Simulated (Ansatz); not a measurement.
`[CH3][GeH]([F])[Cl]` + HCl → `[CH3][GeH]([Cl])[Cl]` + H–F  (ligand exchange at a Ge–F bond)

Program: Ansatz. Geometries: PBE0-D4/def2-TZVP. ΔE: electronic, gas phase. CCSD(T)/CBS adds triple-zeta CCSD(T) − MP2 to the extrapolated MP2 energy (def2 sets, frozen cores). This one scheme is used for every species. Functionals use def2-TZVPP. For Ge outer-core shells are correlated without core-valence functions, which leaves a few kJ/mol of doubt a bond. Scalar relativity is left out up to krypton.

```tsv
level	ΔE (eV)
CAM-B3LYP	0.01
MP2/def2-TZVPP	-0.16
```

What does CCSD(T)/CBS give? (An estimate is asked.)

The calculation gave: -0.14 eV. The listed levels differ from it by 0.15, -0.02 eV.

What do rigid-rotor, harmonic-oscillator terms from PBE0-D4/def2-TZVP frequencies (298.15 K, 1 bar) make of the CCSD(T)/CBS value? (Estimate.)

The calculation gave: ΔZPE = +0.05 eV, ΔH = -0.08 eV, ΔS = -3 J/(mol·K), ΔG = -0.07 eV.

Largest T1 diagnostic among the species: 0.011.

From PBE to PBE0 (25 % exact exchange), in def2-TZVPP and without D4, ΔE moves by −0.04 eV. Leaving LDA and LC-ωPBE aside and taking each functional with its dispersion term where it has one, the values, not all of them listed here, spread over 0.14 eV, from HSE06-D4 to CAM-B3LYP-D4.
